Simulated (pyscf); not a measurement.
A first-order saddle from PySCF, ωB97X-D3(BJ)/def2-SVP:

```
C
H 1 1.1004
H 1 1.1038 2 107.10
C 1 1.5373 2 113.30 3 120.87
H 4 1.1008 1 114.37 2 -89.43
H 4 1.1050 5 107.15 1 -124.76
C 4 1.5221 5 113.64 6 -118.89
H 7 1.0991 4 121.58 5 47.05
C 7 1.4063 8 122.12 4 -170.08
C 9 1.5215 7 103.53 8 174.87
H 10 1.1010 9 113.56 7 140.57
H 10 1.1069 11 105.71 9 -112.52
H 7 1.2733 8 99.08 9 -59.47
```
Charge 0, spin multiplicity 1.

Surface: singlet, charge 0. Lowest wavenumbers (cm⁻¹): 895i, 188, 399, 584, 758.

### Question
Name the species on either side of this saddle.

### Answer
cyclic C₅H₈ (SMILES C1=CCCC1) <-> cyclic C₅H₈ (SMILES [C]1CCCC1) [singlet], a hydrogen shift read from left to right: C–H broken and C–H formed. At ωB97M-D3(BJ)/def2-TZVP it lies +69.7 kcal/mol from the left side and +5.2 kcal/mol from the right (each side as separated species at their lowest minima found). One saddle was located; it need not be the lowest between these sides.
